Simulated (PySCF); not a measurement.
The multiplicity is imposed and other spin states were not computed.

Cartesian coordinates (Å):
```xyz
6

Hf     0.0240     0.0738    -0.0271
F     -0.9952    -1.3426    -0.8369
F      0.9653     1.0322    -1.4041
F      1.3046    -0.6936     1.1862
O     -1.1444     1.2646     0.9190
H     -1.7315     1.8633     1.3962
```
Charge 0, spin multiplicity 1.

Q: What is the computed HOMO, total energy and charge on the central atom (Mulliken) (TPSSh-D3(BJ)/def2-TZVP // PBE-D3(BJ)/def2-SVP in PySCF)?

A: 
```yaml
HOMO: -9.23 eV
total_energy: -11533.88 eV
charge on the central atom (Mulliken): 1.69 e
```
